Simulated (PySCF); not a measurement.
BFH2S2. Atoms are numbered in the order given.

```xyz
6

B      0.0000     0.0000    -0.3697
F      0.0000     0.0000    -1.7013
S      0.0000    -1.6232     0.4299
H      0.0000    -1.1894     1.7022
S      0.0000     1.6232     0.4299
H      0.0000     1.1894     1.7022
```

Coordinates come from a ωB97X-D3(BJ)/def2-SVP optimisation. The values are those of a single conformer.

Method: PySCF with M06-2X/def2-TZVPD.

ESP charges are fitted to the potential on shells at 1.4 to 2.0 van der Waals radii. Atomic charges (e):

```csv
atom,ESP fit,meta-Löwdin
B1,?,0.23
F2,?,-0.30
S3,?,-0.06
H4,?,0.10
S5,?,-0.06
H6,?,0.10
```

Task: Fill in the missing entries. (An estimate is asked for; the answer gives what the named calculation found.)

Result: 
- B1, ESP fit: 0.01
- F2, ESP fit: -0.02
- S3, ESP fit: -0.16
- H4, ESP fit: 0.17
- S5, ESP fit: -0.16
- H6, ESP fit: 0.17
